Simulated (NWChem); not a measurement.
# BeHOCl; SMILES [OH][Be][Cl]

```xyz
4

Be     0.0455     0.6333     0.0000
Cl    -0.0808    -1.1798     0.0000
O      0.2029     2.0338     0.0000
H     -0.4320     2.7421     0.0000
```
Atoms are numbered in this order, from 1.

Computed with NWChem. Geometry: optimised at PBE0-D3(BJ)/def2-TZVP. Vzz is the largest principal value of the second derivative of the potential at the nucleus (NWChem prints the opposite sign); η is the asymmetry. Non-relativistic.

```csv
level,Vzz Be1 (a.u.),η Be1,Vzz Cl2 (a.u.),η Cl2,Vzz O3 (a.u.),η O3
PBE/def2-SVP,-0.129,0.22,1.080,0.10,1.307,0.06
PBE/def2-TZVP,-0.169,0.17,1.145,0.07,1.312,0.08
Hartree-Fock/def2-SVP,-0.151,0.15,1.043,0.07,1.428,0.08
Hartree-Fock/def2-TZVP,-0.189,0.13,1.104,0.05,1.404,0.09
```
